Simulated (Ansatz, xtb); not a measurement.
Ranking isomers of CH6SeSi

3 gas-phase structures of CH6SeSi, found in a search over its isomers (lower ones may exist). Each was relaxed with GFN2-xTB:

A. `C[SiH2][SeH]`, a singlet
B. `C[Se][SiH3]`, a singlet
C. `[SiH3]C[SeH]`, a singlet

Make a reasoned guess at their ranking by r2SCAN-D4/def2-SVP single-point energy.

Calculated order at r2SCAN-D4/def2-SVP: A (0.0), B (12.6), C (27.9) kcal/mol.

Energies above the lowest of each column, in kcal/mol; the last columns are at PBE-D3(BJ)/def2-SVP geometries:

```json
{"structure": "A", "GFN2-xTB": "1.0", "HF/STO-3G": "0.0", "r2SCAN-D4/def2-SVP": "0.0", "PBE-D3(BJ)/def2-SVP": "0.0", "CCSD(T)/def2-TZVP": "0.0"}
{"structure": "B", "GFN2-xTB": "0.0", "HF/STO-3G": "7.6", "r2SCAN-D4/def2-SVP": "12.6", "PBE-D3(BJ)/def2-SVP": "11.7", "CCSD(T)/def2-TZVP": "11.2"}
{"structure": "C", "GFN2-xTB": "24.6", "HF/STO-3G": "27.4", "r2SCAN-D4/def2-SVP": "27.9", "PBE-D3(BJ)/def2-SVP": "27.1", "CCSD(T)/def2-TZVP": "26.8"}
```

CCSD(T)/def2-TZVP puts A lowest; GFN2-xTB picks B. Flexible structures stand in one conformer each, not always the lowest.

Programs: Ansatz 0.2.0, xtb 6.7.1.
